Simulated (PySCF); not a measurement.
**A small calculation by hand: oscillator strength and radiative lifetime**

SeBr₂, SMILES [Se](Br)Br.

Coordinates come from a PBE0-D3(BJ)/def2-SVP optimisation.

TDDFT-PBE/def2-SVPD (PySCF) puts the first singlet state with f over 0.02 at 4.00 eV (vertical), with the transition dipole (0.000, -0.564, 0.000) in atomic units.

Question: Find the oscillator strength, the wavelength and the radiative lifetime that this transition would have in vacuum if emission retraced absorption.

Answer: 
|μ|² = 0.3181 au, so |μ| = 1.43 D. ΔE = 4.00/27.211 = 0.1470 hartree. f = (2/3) ΔE |μ|² = 0.031 (the program prints 0.031).
λ = 1239.84/4.00 = 310 nm; ν = 32262 cm⁻¹.
Einstein's coefficient A = 0.6670 ν² f s⁻¹ (ν in cm⁻¹) = 2.2e7 s⁻¹, so τ = 1/A = 46 ns. This state is S4; the lower singlets have f = 0.001, 0.000, 0.000. The figure is the radiative limit of this one transition; relaxation, internal conversion, crossing to triplets and a medium change what is measured.
